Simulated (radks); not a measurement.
Rb VI, 32 electrons, occupied as [Ar] 3d10 4s2 4p2.

Calculated with a radial shooting solver on a logarithmic mesh with Libxc functionals: scalar-relativistic Kohn-Sham, PBE, spin-polarised, spherical densities, point nucleus; open shells are filled with parallel spins first (spin-orbit coupling, left out, can overturn this in heavy ions).

Energy parts (hartree):
part                       energy
total                 -2974.15272
kinetic                3046.32108
electron-nucleus      -7085.71080
Hartree                1163.83236
exchange-correlation    -98.59537

Orbitals (lengths in bohr, moments of r in powers of bohr; r(max) is where P^2 peaks; r(90%) holds 90 % of the orbital's charge):
orbital	occ.	eigenvalue (hartree)	r(max)	<1/r>	r(90%)	<r^4>
1s up	1	-555.1643	0.02629	37.88	0.0721	0.00001234
1s down	1	-555.1552	0.02629	37.88	0.0721	0.00001234
2s up	1	-76.43122	0.1495	8.434	0.275	0.002399
2s down	1	-76.42620	0.1495	8.434	0.275	0.002398
2p up	3	-68.06077	0.1196	8.241	0.253	0.001730
2p down	3	-68.05217	0.1196	8.241	0.253	0.001730
3s up	1	-13.53965	0.4506	2.812	0.757	0.1401
3s down	1	-13.52767	0.4507	2.812	0.756	0.1395
3p up	3	-10.85172	0.4460	2.659	0.787	0.1633
3p down	3	-10.83807	0.4461	2.660	0.786	0.1621
3d up	5	-6.40461	0.3924	2.400	0.848	0.2262
3d down	5	-6.38840	0.3924	2.404	0.844	0.2210
4s up	1	-3.48868	1.211	1.009	1.92	5.818
4s down	1	-3.37675	1.202	1.013	1.92	5.871
4p up	2	-2.80382	1.319	0.9056	2.13	8.757
4p down	0	-2.69115	1.313	0.9046	2.15	9.040

The highest occupied level is 4p up at -76.296 eV. The density falls to 0.001 e/bohr^3 at r = 2.85 bohr. Spin moment in Bohr magnetons: 2.
